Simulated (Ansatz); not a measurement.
Ansatz (a quantum-chemistry and plane-wave program) input (B3LYP/3-21G): The .json file is the Basis Set Exchange's 3-21G.

Ansatz 0.2 input:
```yaml
crystal:
  periodic: [false, false, false]
  atoms:
    - {symbol: Mg, position_ang: [0.00000000, 0.00000000, 0.00000000]}
basis:
  gaussian:
    orbitals: 3-21G.json
hamiltonian:
  xc: {name: B3LYP}
total_charge: 1
magnetization: {spin_polarized: true, initial_magnetization: 1}
scf: {lower_state_search: full}
```

From the last part of the output:

```
Functional definition: B3LYP
integrals: 0.00 GiB planned
53 factors; integrals over basis functions are off by at most 2.2e-4 eV
mean field: 0.05 GiB planned
mean field evaluation 1: about -5405.4776 eV, gradient 4.1e-1 eV
mean field evaluation 2: about -5405.4763 eV, gradient 4.0e-1 eV
mean field evaluation 4: about -5405.4800 eV, gradient 2.6e-3 eV
mean field evaluation 8: about -5405.4800 eV, gradient 7.8e-5 eV
mean field -5405.47997034 eV, -198.6477249441 hartree, gradient 7.8e-5 eV, S^2 0.750007; 0 other end points of the search recorded, 0 dependent functions left out
reference -5405.48012307 eV, -198.6477305567 hartree; 6, 5 occupied and 7, 8 virtual orbitals, 53 factors
Total energy: -5405.48012307 eV, -198.6477305567 hartree
```

The dipole moment of an ion depends on the origin.
